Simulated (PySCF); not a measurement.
## Spin states of Ge₂

Unrestricted PBE0; basis Ge cc-pVTZ-PP with ECP10; scalar-relativistic core potentials; PySCF 2.14. Outer shells of the fragments: Ge 3d10 4s2 4p2; Ge 3d10 4s2 4p2.

Followed along the bond (rough minima from three points):

| 2Ms+1 | unpaired | ⟨S²⟩ at the start | R at minimum (Å) | Te (eV) |
| --- | --- | --- | --- | --- |
| 3 | π ↑↑ | 2.00 | 2.39 | 0.00 |
| 1 | π ↑↓ | 1.01 | 2.39 | 0.20 |
| 3 | σ ↑, π ↑ | 2.01 | 2.27 | 0.21 |
| 1 | σ ↓, π ↑ | 1.01 | 2.27 | 0.40 |
| 1 | none | 0.00 | none in the scan | ≤ 0.85 |

Solutions found at the starting distance of 2.320 Å, counted from the lowest of them; the search is not exhaustive and high or unbound solutions are not listed, so other states can lie among these:

| 2Ms+1 | unpaired | term | E (eV) | ⟨S²⟩ | ⟨Lz²⟩ |
| --- | --- | --- | --- | --- | --- |
| 3 | π ↑↑ | ³Σ⁻ | 0.00 | 2.00 | 0.00 |
| 3 | σ ↑, π ↑ | ³Π | 0.20 | 2.01 | 1.01 |
| 1 | π ↑↓ | mixed | 0.21 | 1.01 | 2.01 |
| 1 | σ ↓, π ↑ | mixed | 0.39 | 1.01 | 1.01 |
| 1 | none | mixed | 0.83 | 0.00 | 2.00 |
| 5 | σ ↑, π ↑↑↑ | ⁵Π | 1.41 | 6.00 | 1.01 |
| 3 | σ ↑, π ↑↑↓ | mixed | 1.93 | 3.02 | 3.03 |
| 3 | σ ↓, π ↑↑↑ | mixed | 2.02 | 3.02 | 1.01 |
| 3 | π ↑↑ | mixed | 2.57 | 2.01 | 2.01 |
| 5 | π ↑↑↑↑ | ⁵Σ⁺ | 4.20 | 6.01 | 0.00 |

A term symbol is given only where ⟨S²⟩ and ⟨Lz²⟩ are close to those of a pure state; real π, δ and φ orbitals otherwise mix terms, and g/u labels are left off.

Spin–orbit coupling is left out.
